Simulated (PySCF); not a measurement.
## Copper: a sound run and one with changed settings

Sound run: Cu [Ar] 3d10 4s1, Cu+ [Ar] 3d10. Calculation: PySCF 2.14, in def2-TZVP (6s4p4d1f, 45 functions); the non-relativistic Hamiltonian (point nucleus). In the sound run the correlated levels freeze [Ar]. The sound run starts from symmetry-adapted Hartree-Fock orbitals and uses a fine grid where one is needed.

Changed run: initial guess 1e, at most 50 SCF cycles.

```
species   method  sound run (hartree)  changed run (hartree)  converged
     Cu      UHF          -1638.92308            -1638.92308        yes
     Cu     PBE0          -1640.24417            -1640.17354        yes
     Cu     TPSS          -1640.51821            -1640.51821        yes
     Cu      MP2          -1639.32492            -1639.32492        yes
     Cu  CCSD(T)          -1639.28414            -1639.28414        yes
    Cu+      UHF          -1638.68636            -1638.68636        yes
    Cu+     PBE0          -1639.95860            -1639.95860        yes
    Cu+     TPSS          -1640.22599            -1640.22599        yes
    Cu+      MP2          -1639.06177            -1639.06177        yes
    Cu+  CCSD(T)          -1639.02111            -1639.02111        yes
```

Ionisation energy of Cu:

```tsv
method	sound run (eV)	changed run (eV)
UHF	6.442	6.442
TPSS	7.952	7.952
MP2	7.161	7.161
SCS-MP2	7.044	7.043
CCSD	7.055	7.055
CCSD(T)	7.157	7.157
```

The plain start fixes occupations by D2h representation alone, and Cu at PBE0 landed in another state (other ⟨L²⟩ or ⟨S²⟩). 

For comparison, NIST gives 7.726 eV between the lowest levels.
